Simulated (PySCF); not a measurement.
Bonds (- single, = double, # triple, : aromatic): C1#C2, C2-C3, C3-C4, C4-C5, C4-C6, C4-C7. C1 carries H8; C3 carries H9, H10; C5 carries H11, H12, H13; C6 carries H14, H15, H16; C7 carries H17, H18, H19.

Geometry: GFN2-xTB; GIAO shifts from PySCF, gas phase, non-relativistic, averaged over equivalent atoms.

At PBE0/6-31G (87 basis functions, 11 s wall time on 1 thread of an Intel Xeon Platinum 8488C, shared host):
| atoms | δ (ppm) |
| --- | --- |
| C2 | 80.7 |
| C1 | 70.2 |
| C3 | 34.6 |
| C4 | 32.6 |
| C5/C6/C7 | 30.4 |
| H9/H10 | 2.31 |
| H8 | 1.57 |
| H11/H12/H13/H14/H15/H16/H17/H18/H19 | 1.32 |

Shifts are taken against calculated references (same method and geometry level): ¹³C (201.73 ppm), ¹H (33.07 ppm) against TMS.

What do these become at PBE0/6-311G**?

Results:


| atoms | δ at PBE0/6-311G** | change |
| --- | --- | --- |
| C2 | 87.8 | +7.1 |
| C1 | 75.8 | +5.6 |
| C3 | 35.3 | +0.7 |
| C4 | 34.9 | +2.3 |
| C5/C6/C7 | 30.0 | -0.4 |
| H9/H10 | 2.20 | -0.11 |
| H8 | 1.32 | -0.25 |
| H11/H12/H13/H14/H15/H16/H17/H18/H19 | 1.08 | -0.24 |

δ = σ(ref) − σ, references computed at the same level: TMS for ¹³C (190.38 ppm) and ¹H (32.08 ppm).

The largest change is at C2 (alkyne carbon). Cost: 198 basis functions, 26 s wall time on 1 thread of an Arm Neoverse V1, shared host. The order of the carbon signals is the same at both levels.
